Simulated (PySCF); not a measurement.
H4Se3Si, SMILES [SiH]([SeH])([SeH])[SeH]. Atoms are numbered in the order given.

```xyz
8

Si     0.0341     0.6297    -0.1575
Se    -0.6377    -0.5510    -2.0097
Se    -1.3916     0.5525     1.6365
Se     2.0272    -0.2986     0.4975
H      0.1269     2.0803    -0.4731
H     -1.7169     0.4069    -2.3310
H     -1.4067    -0.9234     1.6499
H      2.5903    -0.2805    -0.8695
```

Coordinates come from a B3LYP-D3(BJ)/def2-SVP optimisation. The values are those of a single conformer.

The numbers are results of PBE/pcSseg-1 (PySCF), not measurements.

GIAO shieldings, no solvent; atoms listed in one row are averaged. δ = σ(ref) − σ: ²⁹Si against TMS (σ = 335.4 ppm); ⁷⁷Se against Me2Se (σ = 1634.8 ppm); ¹H against TMS (σ = 31.49 ppm), references at their B3LYP-D3(BJ)/def2-TZVP geometries, non-relativistic.

Question: Estimate the chemical shifts. (The exact figures need the calculation; the answer reports its results.)

Answer: 
```
nucleus  atoms  count  δ (ppm)
-------  -----  -----  -------
²⁹Si       Si1      1     39.5
⁷⁷Se       Se2      1   -219.4
⁷⁷Se       Se3      1   -233.9
⁷⁷Se       Se4      1   -315.1
¹H          H5      1     7.18
¹H          H8      1     1.95
¹H          H6      1     1.94
¹H          H7      1     1.49
```
